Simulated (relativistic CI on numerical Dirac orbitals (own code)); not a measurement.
Calculated at this level of theory: Dirac-Coulomb-Breit CI, separate exchange-only KLI orbitals for each configuration, QED by a radiative potential, unscaled Slater integrals (own radial code, finite nucleus).

Configuration list (outside the closed core [Ne]): 3s, 3p, 3d, 4s, 4p, 4d, 4f, 5s, 5p, 5d, 5f, 5g, 6s, 6p, 6d, 7s, 7p. Levels of other configurations are missing.

At this charge energies of transitions that change n are usually good to better than 1 %, and those within a shell (Δn = 0) to a few per cent.

Outline of the computed level scheme of Mo XXXII. Lowest level of each configuration: 3s 2S_1/2 at 0.00 eV; 3p 2P°_1/2 at 70.32 eV; 3d 2D_3/2 at 189.26 eV; 4s 2S_1/2 at 821.70 eV; 4p 2P°_1/2 at 850.56 eV; 4d 2D_3/2 at 895.96 eV; 4f 2F°_5/2 at 916.05 eV; 5s 2S_1/2 at 1183.83 eV; 5p 2P°_1/2 at 1198.30 eV.

Some strong electric-dipole decays among the lowest 15 levels: 4f 2F°_7/2 → 3d 2D_5/2 (1.6e+13 s⁻¹); 4f 2F°_5/2 → 3d 2D_3/2 (1.5e+13 s⁻¹); 4d 2D_5/2 → 3p 2P°_3/2 (7.3e+12 s⁻¹); 4d 2D_3/2 → 3p 2P°_1/2 (6.0e+12 s⁻¹); 4p 2P°_1/2 → 3s 2S_1/2 (3.4e+12 s⁻¹); 4p 2P°_3/2 → 3s 2S_1/2 (2.9e+12 s⁻¹); 4s 2S_1/2 → 3p 2P°_3/2 (2.6e+12 s⁻¹); 5p 2P°_1/2 → 3s 2S_1/2 (1.9e+12 s⁻¹).
